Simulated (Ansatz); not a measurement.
`C[Si]N` + CH₃SH → `CS[Si]N` + CH₄ at 600 K and 1 bar (ligand exchange at the Si–C bond).

Isolated molecules relaxed with PBE0-D4/def2-TZVP in Ansatz; ΔE leaves out vibrations. CBS: MP2 limit from def2 TZ/QZ plus the TZ coupled-cluster correction, frozen cores. This one scheme is used for every species. Each species was taken in one conformer, which may not be the lowest.

```
  species  CCSD(T)/CBS energy (Eh)  H − E (kJ/mol)  S (J/(mol·K))
 `C[Si]N`               -384.84019           208.0          361.9
    CH₃SH               -438.22835           152.3          296.8
`CS[Si]N`               -782.64978           227.1          410.4
      CH₄                -40.46206           140.4          215.7
```

H − E and S are ideal-gas, rigid-rotor, harmonic terms from PBE0-D4/def2-TZVP, for one conformer and one mirror image of each species. 1 Eh = 2625.50 kJ/mol, R = 8.31446 J/(mol·K).

**Question.** By hand: ΔE, ΔH, ΔS and ΔG.

**Answer.** ΔE = (-782.64978) + (-40.46206) − (-384.84019) − (-438.22835) = -0.04330 Eh = -113.7 kJ/mol. Δ(H − E) = 227.1 + 140.4 − 208.0 − 152.3 = 7.2, so ΔH = -106.5 kJ/mol. ΔS = 410.4 + 215.7 − 361.9 − 296.8 = -32.6 J/(mol·K). ΔG = -106.5 − 600 × (-32.6)/1000 = -86.9 kJ/mol.

**Question.** By hand: the equilibrium constant, and the temperature at which ΔG would vanish if ΔH and ΔS stayed fixed.

**Answer.** log₁₀ K = −ΔG/(RT ln 10) = 7.6. ΔG = 0 at ΔH/ΔS = 3267 K, far beyond where these terms or the molecules hold.

ΔH outweighs TΔS. A doubt of 5 kJ/mol in ΔE shifts log₁₀ K by 0.4 here. Other conformers and mirror images would add mixing entropy, several J/(mol·K) or more a flexible species. Modes under 60 cm⁻¹, often nearly free rotors, make the harmonic entropy too high. These are equilibria of isolated gas molecules and say nothing of rates. Largest T1 diagnostic: 0.013 (customary marks: 0.02 for closed shells, 0.045 for open ones).
